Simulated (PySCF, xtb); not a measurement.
CH₄F₂Ge, SMILES [GeH]([F])([F])[CH3].

GFN2-xTB (xtb 6.7.1) at its own geometry gives an orbital gap of 7.60 eV and a dipole moment of 4.37 D.

The structure is a stationary point at B3LYP-D3(BJ)/def2-SVP.

Problem. What does M06-2X/def2-TZVP (PySCF) give? (The exact figures need the calculation; the answer reports its results.)

Solution. gap 12.19 eV (levels -10.78 and 1.41 eV), dipole 3.28 D.
